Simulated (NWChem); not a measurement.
System: C3H6OSi; SMILES C1=C[SiH2]CO1

```xyz
11

C      0.7915     1.2111     0.0000
C      1.3464    -0.0176     0.0000
Si    -0.0334    -1.2451     0.0000
C     -1.3016     0.1988     0.0000
O     -0.5333     1.4113     0.0000
H      1.3392     2.1601     0.0000
H      2.4300    -0.1343     0.0000
H     -0.1469    -2.1268     1.2043
H     -0.1469    -2.1268    -1.2043
H     -1.9532     0.2127     0.8882
H     -1.9532     0.2127    -0.8882
```
Atoms are numbered in this order, from 1.

Level: PBE0/def2-SVP (NWChem), optimised geometry, unscaled harmonic frequencies. 

| frequency (cm⁻¹) | IR intensity (km/mol) |
|---|---|
| 125 | 1.7 |
| 392 | 12.7 |
| 489 | 11.6 |
| 502 | 15.2 |
| 649 | 2.7 |
| 653 | 20.0 |
| 731 | 37.1 |
| 756 | 53.5 |
| 762 | 10.2 |
| 819 | 26.2 |
| 882 | 37.9 |
| 954 | 41.8 |
| 985 | 0.9 |
| 985 | 128.6 |
| 1058 | 43.3 |
| 1209 | 72.8 |
| 1221 | 4.4 |
| 1306 | 46.2 |
| 1351 | 12.0 |
| 1450 | 8.0 |
| 1653 | 202.5 |
| 2211 | 139.1 |
| 2220 | 127.6 |
| 3083 | 14.4 |
| 3142 | 6.0 |
| 3204 | 8.7 |
| 3262 | 1.6 |

```json
{
 "zero_point_energy": "51.5 kcal/mol",
 "thermal correction to the enthalpy at 298.15 K (with zero-point energy)": "55.4 kcal/mol",
 "heat capacity Cv": "19.4 cal/(mol K)",
 "entropy at 298.15 K and 1 atm (symmetry number 1)": "72.7 cal/(mol K)",
 "dipole_moment": "0.23 D"
}
```

Rigid rotor and harmonic oscillator.
